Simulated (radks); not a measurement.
Question: Neutral magnesium, [Ne] 3s2. Calculated with a radial shooting solver on a logarithmic mesh with Libxc functionals: non-relativistic Kohn-Sham, exchange-only B88, spin-polarised, spherical densities, point nucleus. Every spin shell is full or empty, so the densities are truly spherical. Functionals are evaluated on that one density, not self-consistently. Rank these orbital-free kinetic functionals by their error against the exact value of the orbitals, and give that value: Thomas-Fermi, TF + vW, TF + vW/9, TF + vW/5, LC94, APBEK, revAPBEK, Perdew 92, Thakkar, LKT, PG1, DePristo-Kress, Ernzerhof.

Answer: Exact: 199.632 hartree. From best to worst, with 100 (|E| - |E exact|)/|E exact| (equal figures are ties): Thakkar -0.05, LC94 +0.06, DePristo-Kress -0.13, Ernzerhof +0.17, APBEK +0.20, Perdew 92 -0.57, TF + vW/9 -0.58, revAPBEK +0.62, TF + vW/5 +5.31, Thomas-Fermi -7.94, PG1 +27.80, LKT +34.05, TF + vW +58.29.
